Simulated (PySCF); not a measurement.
Job file and geometry (Å, from GFN2-xTB) of an NMR shielding run on `CCO[C@@H](O[SiH3])[SiH2]Cl`, C$_{3}$H$_{11}$ClO$_{2}$Si$_{2}$, PySCF, GIAO PBE0/pcSseg-1 NMR shielding, non-relativistic, gas phase; density fitting, a coarse starting grid and PySCF grid level 2 are the driver's defaults:

```
$ OMP_NUM_THREADS=1 python probes_run.py task.json out

{"job": {"kind": "nmr", "xc": "PBE0", "basis": "pcSseg-1"}, "charge": 0, "multiplicity": 1}
C      2.247169    -1.958881     0.207696
C      1.081622    -1.151858    -0.336635
O      0.791516    -0.104231     0.578118
C     -0.157531     0.809508     0.137502
O     -1.420295     0.209529     0.010131
Si    -2.369646     0.068315    -1.296510
Si    -0.268722     2.121642     1.527153
Cl    -1.557690     3.530234     0.916584
H      3.118269    -1.319627     0.324258
H      1.987711    -2.370875     1.178668
H      2.484884    -2.770347    -0.474629
H      0.195905    -1.788027    -0.462607
H      1.333919    -0.713558    -1.315187
H      0.147411     1.214043    -0.845666
H     -1.646873    -0.552680    -2.413826
H     -2.830743     1.387325    -1.733901
H     -3.406911    -0.782277    -0.739599
H      1.050686     2.712733     1.729542
H     -0.790485     1.468282     2.719323
```

Question: Write the output of this run.

Answer: 
```
coarse grid: 17128 points
cycle   1  E = -1309.6523926004  dE =  8.597e-01  |g| = 8.369e-01  |ddm| = 3.825e+00
cycle   2  E = -1309.4926743630  dE =  1.597e-01  |g| = 1.255e+00  |ddm| = 1.610e+00
cycle   3  E = -1309.7797638478  dE = -2.871e-01  |g| = 1.039e-01  |ddm| = 1.070e+00
cycle   4  E = -1309.7814575940  dE = -1.694e-03  |g| = 4.951e-02  |ddm| = 1.234e-01
cycle   5  E = -1309.7819396761  dE = -4.821e-04  |g| = 1.342e-02  |ddm| = 4.609e-02
cycle   6  E = -1309.7819673899  dE = -2.771e-05  |g| = 4.607e-03  |ddm| = 1.201e-02
cycle   7  E = -1309.7819712591  dE = -3.869e-06  |g| = 7.535e-04  |ddm| = 3.852e-03
final grid: 150736 points
cycle   8  E = -1309.8484702935  dE = -3.260e-05  |g| = 1.263e-02  |ddm| = 2.593e-02
cycle   9  E = -1309.8484439332  dE =  2.636e-05  |g| = 1.760e-02  |ddm| = 1.729e-02
cycle  10  E = -1309.8484982203  dE = -5.429e-05  |g| = 1.304e-03  |ddm| = 1.073e-02
cycle  11  E = -1309.8484985677  dE = -3.475e-07  |g| = 2.566e-04  |ddm| = 1.397e-03
cycle  12  E = -1309.8484985828  dE = -1.511e-08  |g| = 4.215e-05  |ddm| = 2.478e-04
cycle  13  E = -1309.8484985832  dE = -3.511e-10  |g| = 1.421e-05  |ddm| = 5.972e-05
converged SCF energy = -1309.8484985832

GIAO shielding tensors (ppm)
atom      isotropic    diamagn.    paramagn.     s11        s22        s33       span
  0 C      169.427     246.675     -77.248    154.420    167.781    186.080     31.660
  1 C      117.023     247.934    -130.911     77.496    109.336    164.238     86.742
  2 O      239.705     400.671    -160.967    189.779    238.280    291.055    101.276
  3 C       84.771     246.828    -162.057     63.608     83.342    107.362     43.754
  4 O      291.946     400.829    -108.882    219.850    306.467    349.522    129.672
  5 Si     383.562     881.426    -497.864    336.544    346.814    467.327    130.782
  6 Si     372.720     878.347    -505.628    353.309    355.622    409.228     55.919
  7 Cl    1023.840    1147.972    -124.132    980.165   1020.466   1070.891     90.726
  8 H       30.235      29.282       0.953     26.149     28.616     35.941      9.792
  9 H       30.244      29.574       0.670     26.132     28.655     35.944      9.812
 10 H       30.619      27.735       2.884     26.404     27.801     37.651     11.247
 11 H       27.415      33.360      -5.946     21.777     29.419     31.049      9.272
 12 H       28.586      32.881      -4.295     24.525     28.732     32.500      7.975
 13 H       26.996      33.594      -6.597     24.072     27.660     29.257      5.185
 14 H       26.753      30.984      -4.231     22.870     26.123     31.267      8.396
 15 H       26.677      29.914      -3.237     22.247     26.362     31.423      9.176
 16 H       26.735      30.112      -3.377     23.159     24.637     32.409      9.250
 17 H       26.809      28.373      -1.564     22.443     26.004     31.980      9.537
 18 H       26.902      28.766      -1.864     22.964     25.852     31.889      8.926
```

Question: Turn these shieldings into chemical shifts. References, each an isolated molecule treated in the same way: TMS for $^{13}$C (σref 186.93), $^{29}$Si (σref 349.16), $^{1}$H (σref 31.72); $^{17}$O (σref 336.08) vs H2O; $^{35}$Cl (σref 949.78) against HCl.

Answer: Averaging equivalent atoms: C 3: 102.2; C 1: 69.9; C 0: 17.5; O 2: 96.4; O 4: 44.1; Si 6: -23.6; Si 5: -34.4; Cl 7: -74; H 14/15/16: 5.00; H 17: 4.91; H 18: 4.82; H 13: 4.72; H 11: 4.30; H 12: 3.13; H 8/9/10: 1.35 ppm. Experimental scales use liquid or dissolved standards, which lie at an offset from isolated H2O (liquid H2O: subtract about 36 ppm).

Size and cost of the density-fitted run: 212 basis functions, 62 s wall time on 1 thread of an Intel Xeon, shared host; peak memory 1 GiB.
